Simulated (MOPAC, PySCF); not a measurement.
Br2Cl2Si, SMILES `Cl[Si](Cl)(Br)Br`, neutral singlet in the gas phase. 

Cartesian coordinates (Å):
```xyz
5

Cl    -0.9846     0.5438     1.7212
Si     0.0100    -0.0063     0.0313
Cl     1.7093    -0.9999     0.5533
Br    -1.2727    -1.3301    -1.1775
Br     0.5379     1.7924    -1.1284
```
Charge 0, spin multiplicity 1.

All levels are single points at this geometry (B3LYP-D3(BJ)/def2-TZVP); Pople sets use spherical d functions. Orbital energies aren't observables, and empty levels follow the basis.

PM6 in MOPAC gives HOMO (eV) = -10.88.

Problem. Estimate the HOMO (eV) from each of these levels: B3LYP-D3(BJ)/def2-TZVP in PySCF; PBE-D3(BJ)/def2-TZVP in PySCF; B3LYP/3-21G in PySCF; B3LYP/6-311+G** (LANL2DZ on Br) in PySCF; B3LYP/6-31G* in PySCF; B3LYP/LANL2DZ in PySCF; BP86/6-31G* in PySCF; M06-2X/6-31G* in PySCF; PBE/6-31G* in PySCF; HF/6-31G* in PySCF; PM3 in MOPAC; PM7 in MOPAC.

Solution. 
```tsv
level	HOMO (eV)
B3LYP-D3(BJ)/def2-TZVP in PySCF	-8.54
PBE-D3(BJ)/def2-TZVP in PySCF	-7.52
B3LYP/3-21G in PySCF	-8.64
B3LYP/6-311+G** (LANL2DZ on Br) in PySCF	-8.69
B3LYP/6-31G* in PySCF	-8.59
B3LYP/LANL2DZ in PySCF	-8.93
BP86/6-31G* in PySCF	-7.67
M06-2X/6-31G* in PySCF	-10.18
PBE/6-31G* in PySCF	-7.57
HF/6-31G* in PySCF	-11.92
PM3 in MOPAC	-11.57
PM7 in MOPAC	-10.82
```
